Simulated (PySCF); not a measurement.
Task: Write Cartesian coordinates for `CC[C@H]1CC=CO1` as optimised with PBE0-D3(BJ)/def2-SVP.

Result: 
```xyz
17
C6H10O angstrom
C     -2.337   -0.331    0.412
C     -1.140    0.596    0.289
C      0.135   -0.114   -0.130
C      1.370    0.813   -0.206
C      2.238    0.268    0.894
C      1.634   -0.805    1.409
O      0.448   -1.127    0.849
H     -2.574   -0.807   -0.553
H     -3.233    0.213    0.746
H     -2.130   -1.131    1.136
H     -0.944    1.101    1.251
H     -1.339    1.394   -0.446
H     -0.033   -0.646   -1.082
H      1.864    0.771   -1.192
H      1.087    1.868   -0.041
H      3.197    0.674    1.210
H      1.957   -1.468    2.213
```

Any rigid rotation of these coordinates is as good. Atoms count from 1 in this order. The 2 C–O bonds span 1.350 Å (C6–O7, drawn single) to 1.444 Å (C3–O7, drawn single), a spread of 0.094 Å. O7 (cyclic ether oxygen) is bent (angle 107.7°). The C–C distances run from 1.335 Å (C5=C6, drawn double) to 1.547 Å (C3–C4, drawn single), a spread of 0.212 Å. Of the pairs four or more bonds apart, O7···H10 is among the closest relative to their van der Waals radii: 2.59 Å, 95 % of the sum of Bondi's values.

Bonds between heavy atoms (Å): C1–C2 1.519, C2–C3 1.518, C3–C4 1.547, C4–C5 1.503, C5=C6 1.335, C6–O7 1.350, C3–O7 1.444.

Method used: PySCF, PBE0-D3(BJ)/def2-SVP geometry optimisation, gas phase.

Point group: C1 (no symmetry element, even within 0.4 Å). Whether it is a minimum is left open (no frequencies). The numbers are those of one conformer (C1–C2–C3–C4 -178°).

Time: 30 s wall. Hardware: x86-64 server, one thread, no GPU (shared host). These figures are those of the optimisation.
